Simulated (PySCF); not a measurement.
Radial density of B²⁺ (boron, charge +2)

MN15, [He] 2s1, 2S determinant. Calculation: PySCF 2.14, in cc-pVTZ-DK; scalar relativity by spin-free X2C-1e.

| r (bohr) | 4πr²ρ (e/bohr) | 4πr²(ρα − ρβ) |
| --- | --- | --- |
| 0.00612 | 0.03193 | 0.0010 |
| 0.0103 | 0.08666 | 0.0028 |
| 0.0173 | 0.2264 | 0.0073 |
| 0.0291 | 0.5679 | 0.0183 |
| 0.0490 | 1.315 | 0.0420 |
| 0.0824 | 2.678 | 0.0836 |
| 0.139 | 4.373 | 0.1271 |
| 0.233 | 4.990 | 0.1109 |
| 0.392 | 3.171 | 0.0135 |
| 0.660 | 0.9286 | 0.1247 |
| 1.11 | 0.6523 | 0.6054 |
| 1.87 | 0.4924 | 0.4920 |
| 3.14 | 0.05964 | 0.0596 |
| 5.28 | 0.0004364 | 0.0004 |

Densities and radii are taken from the X2C orbitals without a picture-change correction, which distorts them close to the nucleus.
